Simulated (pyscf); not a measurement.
PySCF, gas phase, ωB97X-D3(BJ)/def2-SVP geometries. MP2 and CC: frozen core, UHF for open shells. ΔMP2 is the change of the MP2 total energy from the triple- to the quadruple-zeta basis.

`[Cl][GeH2][GeH3]` → `[Cl][GeH3]` + `[GeH2]` [singlet]
Surface: singlet. Broken: Ge–Ge, Cl–Ge. Formed: Cl–Ge. Give ΔE‡ and ΔE from CCSD(T)/def2-TZVPP + ΔMP2(QZVPP), relative to the reactant's lowest minimum found.

ΔE‡ = 200.9 kJ/mol, ΔE = +203.3 kJ/mol. Zero-point energy shifts the barrier by -4.5 kJ/mol. It is a 1,1-elimination, with an imaginary mode of 238i cm⁻¹. On the product side the descent ends in an adduct with a Cl–Ge contact, 53.7 kJ/mol under the separated species and 30.7 kJ/mol under the saddle at ωB97X-D3(BJ)/def2-TZVP. At CCSD(T) the saddle lies under the separated products, which points to a path from their complex (located at ωB97X-D3(BJ) alone), and parting the products costs more than the saddle. What is counted as broken (Cl–Ge) persists as a longer contact in the product adduct; parting that adduct is a step of its own. One saddle was located; it need not be the lowest between these sides. The CCSD(T) − MP2 part came from Ansatz, without density fitting, on the same reference. The frozen core leaves the outer d or s,p core shells of the metals and heavy elements correlated in the MP2 and CC values, and def2-TZVPP describes them poorly, which can shift differences by a few kcal/mol. Elements up to Kr have no core potential and no relativistic terms here.
